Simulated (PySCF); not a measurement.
Molfile (atoms numbered from 1):
```
C5H3ClFN
     RDKit          3D

 11 11  0  0  0  0  0  0  0  0999 V2000
   -1.8291   -2.0652   -0.1815 F   0  0  0  0  0  0  0  0  0  0  0  0
   -0.9132   -1.0985   -0.0959 C   0  0  0  0  0  0  0  0  0  0  0  0
   -1.3202    0.2249   -0.0219 C   0  0  0  0  0  0  0  0  0  0  0  0
   -0.3190    1.1798    0.0651 C   0  0  0  0  0  0  0  0  0  0  0  0
    1.0091    0.7839    0.0737 C   0  0  0  0  0  0  0  0  0  0  0  0
    1.2750   -0.5773   -0.0065 C   0  0  0  0  0  0  0  0  0  0  0  0
    2.8898   -1.1472   -0.0021 Cl  0  0  0  0  0  0  0  0  0  0  0  0
    0.3365   -1.4997   -0.0898 N   0  0  0  0  0  0  0  0  0  0  0  0
   -2.3665    0.4793   -0.0326 H   0  0  0  0  0  0  0  0  0  0  0  0
   -0.5716    2.2273    0.1259 H   0  0  0  0  0  0  0  0  0  0  0  0
    1.8145    1.4954    0.1398 H   0  0  0  0  0  0  0  0  0  0  0  0
  1  2  1  0
  2  3  1  0
  3  4  2  0
  4  5  1  0
  5  6  2  0
  6  7  1  0
  6  8  1  0
  8  2  2  0
  3  9  1  0
  4 10  1  0
  5 11  1  0
M  END
```

Computed data (PySCF 2.14.0 with density-fitted response routines): GFN2-xTB structure, shieldings: GIAO PBE0/pcSseg-1. Non-relativistic Hamiltonian, one computed conformer, gas phase.

Chemical shifts δ = σref − σ; $^{13}$C and $^{1}$H against TMS; $^{19}$F vs CFCl3; $^{35}$Cl against HCl; $^{15}$N against NH3, all at this level.

```json
{"atoms": "F1", "nucleus": "$^{19}$F", "count": "1", "δ (ppm)": "-64.6"}
{"atoms": "N8", "nucleus": "$^{15}$N", "count": "1", "δ (ppm)": "313.8"}
{"atoms": "C4", "nucleus": "$^{13}$C", "count": "1", "δ (ppm)": "148.1"}
{"atoms": "C5", "nucleus": "$^{13}$C", "count": "1", "δ (ppm)": "126.4"}
{"atoms": "H9", "nucleus": "$^{1}$H", "count": "1", "δ (ppm)": "?"}
{"atoms": "C2", "nucleus": "$^{13}$C", "count": "1", "δ (ppm)": "172.3"}
{"atoms": "Cl7", "nucleus": "$^{35}$Cl", "count": "1", "δ (ppm)": "307"}
{"atoms": "H11", "nucleus": "$^{1}$H", "count": "1", "δ (ppm)": "?"}
{"atoms": "C6", "nucleus": "$^{13}$C", "count": "1", "δ (ppm)": "161.9"}
{"atoms": "H10", "nucleus": "$^{1}$H", "count": "1", "δ (ppm)": "7.96"}
{"atoms": "C3", "nucleus": "$^{13}$C", "count": "1", "δ (ppm)": "?"}
```

Fill in the missing shifts.

## Answers


- C3: 111.9 ppm, aromatic CH
- H11: 7.27 ppm, hydrogen on an aromatic CH; the ring current deshields protons in the ring plane
- H9: 6.87 ppm, hydrogen on an aromatic CH; it sits in the deshielding region of the aromatic ring current

Carbons that carry Cl, above all several Cl atoms, come out too deshielded, partly because spin–orbit coupling is missing. Shifts are as computed. Against solution values, carbons near 30 ppm lie about +3 ppm off and those near 130 ppm about +5 ppm; carbons on Cl a further +6 ppm. Of 1211 compounds with measured shifts, 218 miss one by over three times the rms of a fit or turn the order of signals round; such compounds aren't used in these exercises. Unscaled 19F shifts against computed CFCl3 carry errors that often reach 10 to 50 ppm. Experimental scales use liquid or dissolved standards, which lie at an offset from isolated NH3 (liquid NH3: subtract about 20 ppm). Unscaled 15N shifts of sp2 nitrogen come out 20 to 40 ppm too high even then.
